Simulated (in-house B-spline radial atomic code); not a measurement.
Inner levels of tantalum as electrons are removed. A shift is the extra binding of the orbital against the neutral atom ([Xe] 4f14 5d3 6s2). The density at the nucleus is averaged over the nuclear charge. Computed with a radial B-spline atomic code at the basis-set limit: Dirac-Hartree-Fock, average of the configuration, finite nuclei.

```json
{"ion": "Ta45+", "configuration": "[Ar] 3d10", "shift of 2s1/2 (eV)": "2228.75", "shift of 2p3/2 (eV)": "2233.58", "shift of 3d3/2 (eV)": "2128.45", "radius of 2s1/2 (bohr)": "0.078113", "radius of 2p3/2 (bohr)": "0.072537", "radius of 3d3/2 (bohr)": "0.17725", "Σ<r²> (bohr²)": "0.79323", "change of density at nucleus (bohr⁻³)": "-7337.19"}
{"ion": "Ta46+", "configuration": "[Ar] 3d9", "shift of 2s1/2 (eV)": "2382.23", "shift of 2p3/2 (eV)": "2387.43", "shift of 3d3/2 (eV)": "2255.4", "radius of 2s1/2 (bohr)": "0.078061", "radius of 2p3/2 (bohr)": "0.07247", "radius of 3d3/2 (bohr)": "0.17584", "Σ<r²> (bohr²)": "0.74571", "change of density at nucleus (bohr⁻³)": "-6768.79"}
{"ion": "Ta47+", "configuration": "[Ar] 3d8", "shift of 2s1/2 (eV)": "2537.79", "shift of 2p3/2 (eV)": "2543.39", "shift of 3d3/2 (eV)": "2383.93", "radius of 2s1/2 (bohr)": "0.078007", "radius of 2p3/2 (bohr)": "0.072401", "radius of 3d3/2 (bohr)": "0.17446", "Σ<r²> (bohr²)": "0.69967", "change of density at nucleus (bohr⁻³)": "-6187.84"}
{"ion": "Ta48+", "configuration": "[Ar] 3d7", "shift of 2s1/2 (eV)": "?", "shift of 2p3/2 (eV)": "?", "shift of 3d3/2 (eV)": "?", "radius of 2s1/2 (bohr)": "?", "radius of 2p3/2 (bohr)": "?", "radius of 3d3/2 (bohr)": "?", "Σ<r²> (bohr²)": "?", "change of density at nucleus (bohr⁻³)": "?"}
{"ion": "Ta49+", "configuration": "[Ar] 3d6", "shift of 2s1/2 (eV)": "?", "shift of 2p3/2 (eV)": "?", "shift of 3d3/2 (eV)": "?", "radius of 2s1/2 (bohr)": "?", "radius of 2p3/2 (bohr)": "?", "radius of 3d3/2 (bohr)": "?", "Σ<r²> (bohr²)": "?", "change of density at nucleus (bohr⁻³)": "?"}
{"ion": "Ta50+", "configuration": "[Ar] 3d5", "shift of 2s1/2 (eV)": "3016.91", "shift of 2p3/2 (eV)": "3023.94", "shift of 3d3/2 (eV)": "2778.93", "radius of 2s1/2 (bohr)": "0.077835", "radius of 2p3/2 (bohr)": "0.072182", "radius of 3d3/2 (bohr)": "0.17044", "Σ<r²> (bohr²)": "0.5698", "change of density at nucleus (bohr⁻³)": "-4369.43"}
{"ion": "Ta51+", "configuration": "[Ar] 3d4", "shift of 2s1/2 (eV)": "3180.74", "shift of 2p3/2 (eV)": "3188.31", "shift of 3d3/2 (eV)": "2913.73", "radius of 2s1/2 (bohr)": "0.077774", "radius of 2p3/2 (bohr)": "0.072105", "radius of 3d3/2 (bohr)": "0.16915", "Σ<r²> (bohr²)": "0.52908", "change of density at nucleus (bohr⁻³)": "-3737.98"}
{"ion": "Ta52+", "configuration": "[Ar] 3d3", "shift of 2s1/2 (eV)": "3346.61", "shift of 2p3/2 (eV)": "3354.77", "shift of 3d3/2 (eV)": "3050.1", "radius of 2s1/2 (bohr)": "0.077711", "radius of 2p3/2 (bohr)": "0.072025", "radius of 3d3/2 (bohr)": "0.16788", "Σ<r²> (bohr²)": "0.48958", "change of density at nucleus (bohr⁻³)": "-3093.79"}
{"ion": "Ta53+", "configuration": "[Ar] 3d2", "shift of 2s1/2 (eV)": "3514.51", "shift of 2p3/2 (eV)": "3523.32", "shift of 3d3/2 (eV)": "3188.03", "radius of 2s1/2 (bohr)": "0.077647", "radius of 2p3/2 (bohr)": "0.071944", "radius of 3d3/2 (bohr)": "0.16662", "Σ<r²> (bohr²)": "0.45123", "change of density at nucleus (bohr⁻³)": "-2436.89"}
```

(1) Fill in the row of Ta48+.

(2) Fill in the row of Ta49+.

Results:

(1) shift of 2s1/2 (eV): 2695.43; shift of 2p3/2 (eV): 2701.47; shift of 3d3/2 (eV): 2514.03; radius of 2s1/2 (bohr): 0.077952; radius of 2p3/2 (bohr): 0.07233; radius of 3d3/2 (bohr): 0.1731; Σ<r²> (bohr²): 0.65504; change of density at nucleus (bohr⁻³): -5594.33.

(2) shift of 2s1/2 (eV): 2855.14; shift of 2p3/2 (eV): 2861.66; shift of 3d3/2 (eV): 2645.69; radius of 2s1/2 (bohr): 0.077894; radius of 2p3/2 (bohr): 0.072257; radius of 3d3/2 (bohr): 0.17176; Σ<r²> (bohr²): 0.61176; change of density at nucleus (bohr⁻³): -4988.2.
